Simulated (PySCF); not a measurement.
An element was calculated at PBE (PySCF 2.14, ECP, a triple-zeta basis, no spin-orbit coupling), in the ground configurations that NIST lists.

| Quantity | Value |
| --- | --- |
| electron affinity | 0.716 eV |
| first ionisation energy | 7.226 eV |
| second ionisation energy | 15.458 eV |
| third ionisation energy | 24.374 eV |
| polarisability of the atom | 84.3 bohr³ |

Q: Which element is it?

A: Tantalum (Ta, Z = 73), in aug-cc-pVTZ-PP with ECP60MDF. NIST lists 7.550, 16.2 ± 0.5, 23.1 ± 1.6 eV for these ionisation energies.
